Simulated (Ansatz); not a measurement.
`[CH2]1[S][SnH2]1` → C• + 4 H• + S• + Sn•  (atomization)

Program: Ansatz. Geometries: PBE0-D4/def2-TZVP. ΔE: electronic, gas phase. CBS: MP2 limit from def2 TZ/QZ plus the TZ coupled-cluster correction, frozen cores. This one scheme is used for every species, atoms too. Functionals use def2-TZVPP. Open shells (•) are unrestricted, without spin–orbit coupling. Spin–orbit coupling would lower the free atoms: a little for C, S; strongly for Sn. Elements past krypton have def2 core potentials. For Sn outer-core shells are correlated without core-valence functions, so the limit isn't a true one: a few kJ/mol of doubt a bond, and 10 to 20 or more in all where bonds break to atoms.

```
         level  ΔE (kcal/mol)  difference from CCSD(T)/CBS
     revPBE-D4          483.4                         -9.5
    r2SCANh-D4          486.4                         -6.5
        B2PLYP          478.4                        -14.5
          BLYP          473.7                        -19.2
       r2SCANh          485.6                         -7.3
       r2SCAN0          480.9                        -12.0
 CCSD/def2-SVP          441.2                        -51.7
 HF/def2-TZVPP          332.1                       -160.8
MP2/def2-TZVPP          477.6                        -15.3
CCSD/CBS(def2)          482.4                        -10.5
   CCSD(T)/CBS          492.9                            0
```

Largest T1 diagnostic among the species: 0.014.

From BLYP to BHLYP (50 % exact exchange), in def2-TZVPP and without D4, ΔE moves by −8.8 kcal/mol: exact exchange takes away binding that semilocal exchange gives to molecules. At CCSD(T), def2-SVP lies −44.5 kcal/mol from the extrapolated value and def2-TZVPP −16.2 kcal/mol: correlation converges slowly with the basis, and small sets miss more of it in the bonded molecule than in its fragments. In def2-TZVPP, CCSD(T) changes the Hartree–Fock value by +144.6 kcal/mol (the triples alone add +10.5 kcal/mol) and MP2 by +145.5 kcal/mol; breaking electron pairs costs correlation energy, which Hartree–Fock lacks.

For atomizations the MP2-based limit and the directly extrapolated one differ by several kJ/mol either way, and by 10 to 25 for some Ge, Se and Sn compounds, so smaller differences from it don't rank the levels.
